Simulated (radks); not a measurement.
Results of a calculation; reference values are marked as such.
Task: The mean radii <r> (bohr) of the occupied orbitals of an atom or ion are listed with their occupations. Level of theory: scalar-relativistic Kohn-Sham, BLYP, spin-unpolarised, spherical densities, finite nucleus; Fermi nuclear charge, rms radius of each element as measured or else 0.836 A^(1/3) + 0.57 fm (a radial shooting solver on a logarithmic mesh with Libxc functionals).

orbital  occ.      <r>
1s          2  0.02363
2s          2   0.1010
2p          6  0.08879
3s          2   0.2664
3p          6   0.2645
3d         10   0.2418
4s          2   0.6063
4p          6   0.6416
4d         10   0.7033
5s          2    1.435
5p          6    1.648
4f          3   0.9736

Name the element and its charge.

Result: Z = 60, neodymium, charge +3: Nd3+ in [Xe] 4f3. The 1s radius gives Z: for a bare nucleus <r> = (2 gamma + 1)/(2Z) with gamma = sqrt(1 - (Z/c)^2), 0.02332 bohr for Z = 60, and screening makes it slightly larger (0.02363 here). The occupations add up to 57, and the charge is Z minus that.
